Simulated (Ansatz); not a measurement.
Job for Ansatz (a quantum-chemistry and plane-wave program): R-MP2/aug-cc-pV(T+d)Z on silicon dioxide molecule (SMILES O=[Si]=O), atoms moved off the minimum. Files ending in .json are basis or fitting sets from the Basis Set Exchange.

Ansatz 0.2 input:
```yaml
crystal:
  periodic: [false, false, false]
  atoms:
    - {symbol: O, position_ang: [0.15995720, -0.14198755, -1.37236605]}
    - {symbol: Si, position_ang: [0.14868717, 0.20946132, 0.05370630]}
    - {symbol: O, position_ang: [-0.06052660, -0.06990072, 1.33773394]}
basis:
  gaussian:
    orbitals: aug-cc-pV_T+d_Z.json
magnetization: {spin_polarized: false}
correlation: {method: mp2, electrons: outside_noble_gas}
scf: {lower_state_search: off}
output: {forces: true}
```

It printed:

```
WARN ansatz: RAYON_NUM_THREADS=1 ignored (pool sized by the plan → 1); use --threads N
Functional definition: HF
these checks for a lower state are left out or cut short: starts, cluster_reference, orbital_swaps, neighbouring_geometries, increment
integrals: 0.14 GiB planned
896 factors; integrals over basis functions are off by at most 1.1e-3 eV
mean field: 0.30 GiB planned
mean field evaluation 1: about -11931.2748 eV, gradient 5.9e1 eV
mean field evaluation 2: about -11931.2756 eV, gradient 5.9e1 eV
mean field evaluation 4: about -11937.0087 eV, gradient 3.2e0 eV
mean field evaluation 8: about -11937.0568 eV, gradient 5.9e-1 eV
mean field -11937.05970123 eV, -438.6788527905 hartree, gradient 2.8e-6 eV, S^2 0.000000; 0 other end points of the search recorded, 0 dependent functions left out
7 core orbitals not correlated
reference -11937.05970123 eV, -438.6788527905 hartree; 8, 8 occupied and 132, 132 virtual orbitals, 896 factors
densities: 0.33 GiB planned
second order -15.74617392 eV of doubles, -0.00000000 eV of singles
the calculation of the forces begins
mean field evaluation 16: about -11937.0597 eV, gradient 2.8e-6 eV
Total energy: -11952.80587515 eV, -439.2575140088 hartree
Atom 0 at     0.159957    -0.141988    -1.372366 Å, force     0.386938     0.040247    -4.138705 eV/Å
Atom 1 at     0.148687     0.209461     0.053706 Å, force     2.289973     2.882050   -14.705116 eV/Å
Atom 2 at    -0.060527    -0.069901     1.337734 Å, force    -2.676911    -2.922296    18.843821 eV/Å
Dipole moment:     0.119301     0.376872     0.073328 e Å
Checks for a lower state left out: starts, cluster_reference, orbital_swaps, neighbouring_geometries, increment
```

The run converged.

Cost: about 1.9 core-seconds (a rough figure).
